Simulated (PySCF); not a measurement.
**CuN under electron impact: the energy ladder**

PBE in PySCF with def2-TZVPPD on every atom, for the lowest determinant that a PBE0 search found; no spin–orbit coupling.

| species | state (unpaired electrons) | Re (Å) | ωe (cm⁻¹) | energy of the minimum from the neutral (eV) | De (eV) | dissociates to |
| --- | --- | --- | --- | --- | --- | --- |
| CuN | triplet (π ↑↑) | 1.765 | 617 | 0.00 | 2.43 | Cu (3d10 4s1) + N |
| CuN⁺ | quartet (σ ↑, π ↑↑) | 1.794 | 532 | 9.18 | 1.41 | Cu⁺ (3d10) + N |
| CuN⁻ | quartet (σ ↑, π ↑↑) | 1.805 | 561 | -0.93 | 2.22 | Cu⁻ (3d10 4s2) + N |

Task: Work out the lowest energy to break CuN into atoms, from its vibrational ground state.

Result: D0 = De − ωe/2 = 2.43 − 0.04 = 2.39 eV (PBE/def2-TZVPPD).

Task: Work out the ionisation energy of the Cu atom at this level and the threshold of dissociative ionisation.

Result: IE(Cu) = 9.18 + 1.41 − 2.43 = 8.16 eV, so Cu⁺ (3d10) + N + e⁻ appears at D0 + IE(Cu) = 10.55 eV (PBE/def2-TZVPPD). The measured IE(Cu) is 7.726 eV (NIST ASD).

Task: Work out the electron affinity of the Cu atom and the threshold of dissociative attachment.

Result: EA(Cu) = 2.43 − 2.22 − (-0.93) = 1.14 eV, so Cu⁻ (3d10 4s2) + N needs D0 − EA(Cu) = 1.25 eV (PBE/def2-TZVPPD). The measured EA(Cu) is 1.235 eV.

These are thermodynamic thresholds; the onsets seen under electron impact lie higher where the geometry changes, and cross-sections peak well above them.

For an ion De counts to the pair picked by the measured ionisation energies or electron affinities, which need not be the lowest pair at this level. The highest Kohn–Sham level is positive in this anion. Much of that is self-interaction error, but it also means that the finite basis helps to hold the extra electron. With d or f electrons several states lie close, and the lowest PBE0 determinant need not be the measured ground state.
